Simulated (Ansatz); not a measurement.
Basis-set extrapolation for `C#CB[SiH2]C` (PBE0-D4/def2-TZVP geometry, frozen core, the Gaussian-basis code of Ansatz). Multiplicity 1, RHF reference.

```csv
,def2-TZVPP,def2-QZVPP
HF,-431.290977,-431.306038
MP2 correlation,-0.696458,-0.741904
CCSD(T) correlation,-0.782660,not run
```

Energies in hartree. Use E(X) = E(∞) + A·exp(−7.88·√X) for Hartree–Fock and E(X) = E(∞) + B·X^(−2.97) for correlation, with X = 3 and 4, and add CCSD(T) minus MP2 of the smaller set to the MP2 limit.

Task: What is the CCSD(T) energy at the basis-set limit?

Result: HF limit: -431.306038 + (-0.015061) × 0.13774 = -431.30811. MP2 limit: -0.741904 + (-0.045446) × 0.74074 = -0.77557. Higher-order term: -0.782660 − (-0.696458) = -0.08620. Total: -432.16988 hartree, 60.4 kcal/mol below CCSD(T)/def2-TZVPP.
